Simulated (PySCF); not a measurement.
Species: C₂H₁₀OSSi₂.
Geometry (PBE0-D3(BJ)/def2-SVP, Å), atoms numbered from 1 in this order:
```xyz
16
C2H10OSSi2 angstrom
C     -1.5168    1.6811    0.9484
O     -0.6467    0.6315    0.6463
C     -1.0139   -0.1208   -0.4790
Si     0.4208   -1.3115   -0.7978
S      2.1936   -0.1875   -1.2382
Si     2.3491    1.1194    0.4747
H     -2.5352    1.3121    1.1759
H     -1.1229    2.1999    1.8334
H     -1.5884    2.4058    0.1142
H     -1.9658   -0.6691   -0.3149
H     -1.1629    0.5235   -1.3702
H      0.1513   -2.1464   -2.0042
H      0.6139   -2.1822    0.3989
H      1.9988    0.4144    1.7392
H      1.5551    2.3712    0.3198
H      3.7954    1.4918    0.5011
```

Computed with PySCF at PBE0/pcSseg-1, non-relativistic, on one gas-phase PBE0-D3(BJ)/def2-SVP geometry that isn't relaxed in the solvent. The solvent is an IEF-PCM continuum (Bondi radii, 1.10 Å for H, scaled by 1.2). The model holds no explicit solvent molecules, cavitation or dispersion.

```csv
medium,total energy (Eh),HOMO (eV),LUMO (eV),dipole (D)
gas phase,-1134.033141,-7.246,0.075,3.075
chloroform (ε = 4.711),-1134.036920,-7.328,0.087,3.683
```

Task: What is E(solvent) − E(gas) in chloroform, in kcal/mol?

Result: -1134.036920 − (-1134.033141) = -0.003779 Eh = -2.37 kcal/mol.

Task: Scale it by Onsager's factor (ε − 1)/(2ε + 1) to acetone (ε = 20.49), and compare with the calculation.

Result: The factor goes from 0.356 to 0.464, a ratio of 1.304, which gives -3.09 kcal/mol. The calculation gives -3.20 kcal/mol (total energy -1134.038238 Eh), so the scaled value is 3.3 % too small in size.

Task: Scale the changes of the other columns the same way. What are the values in acetone?

Result: 
```json
{"quantity": "HOMO (eV)", "scaled": "-7.353", "computed": "-7.367", "difference": "+0.014"}
{"quantity": "LUMO (eV)", "scaled": "0.090", "computed": "0.073", "difference": "+0.017"}
{"quantity": "dipole (D)", "scaled": "3.867", "computed": "3.891", "difference": "-0.024"}
```

Task: How does each lowering split into the polarisation term (half the interaction with the induced surface charges) and the distortion of the solute's density?

Result: chloroform: -2.67 + 0.30 kcal/mol, the distortion taking back 11 % of the polarisation term; acetone: -3.75 + 0.55 kcal/mol, the distortion taking back 15 % of the polarisation term.
